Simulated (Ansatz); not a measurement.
```xyz
9

F     1.8343   -0.2564    1.6715
Si    1.0475    0.8088    0.7963
Cl   -0.4795    1.5012    1.9679
O     0.4756    0.1334   -0.5369
Ge   -0.9526   -0.8439   -0.9985
H     1.9650    1.9075    0.4723
H    -0.5284   -1.5633   -2.2813
H    -1.2529   -1.8213    0.1447
H    -2.1089    0.1339   -1.2360
```

Charge 0, multiplicity 1.

(1) List the r2SCAN/def2-TZVPP orbital energies in eV (Ansatz 0.2.0). (An estimate is asked.)

Answers

(1) The calculation gave: Occupied: -10835.13, -2753.46, -1793.11, -1350.19, -1200.25, -1200.23, -1200.22, -666.29, -516.17, -254.87, -193.40, -193.27, -193.27, -168.41, -143.29, -118.17, -118.06, -118.06, -98.21, -98.18, -98.11, -31.58, -31.47, -31.38, -31.38, -31.30, -31.30, -26.11, -21.64, -15.48, -13.74, -11.96, -11.65, -11.58, -10.50, -10.25, -9.97, -9.28, -8.69, -8.42, -8.36, -8.11. Lowest empty: -0.74, 0.23, 0.63, 0.92, 1.10, 1.28, 1.83, 2.72.
